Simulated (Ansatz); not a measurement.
Z-matrix (Å, degrees):
```
C
C 1 1.523
H 1 1.093 2 111.8
H 1 1.093 2 111.2 3 -119.8
H 1 1.093 2 111.8 3 120.4
Ga 2 1.959 1 114.5 3 -60.2
H 2 1.094 1 111.4 3 60.8
H 2 1.094 1 111.4 3 178.7
S 6 2.195 2 129.1 1 -1.0
F 6 1.759 2 119.5 1 178.9
H 9 1.344 6 92.9 2 -0.1
```

Total charge 0; spin multiplicity 1.

List the r2SCAN/def2-TZVPP orbital energies in eV (the Gaussian-basis code of Ansatz). (Estimate.)

Computed: Occupied: -10122.63, -2409.27, -1244.77, -1101.22, -1101.11, -1101.09, -664.76, -273.55, -273.38, -213.69, -157.76, -157.68, -157.59, -148.46, -101.41, -101.16, -101.08, -29.36, -21.15, -20.98, -20.92, -20.87, -20.73, -19.97, -18.63, -16.28, -11.75, -11.72, -11.11, -10.34, -9.77, -9.31, -9.09, -9.08, -8.76, -7.21, -6.89. Lowest empty: -1.24, -0.93, -0.02, 0.65, 1.70, 2.51, 2.59, 3.02.
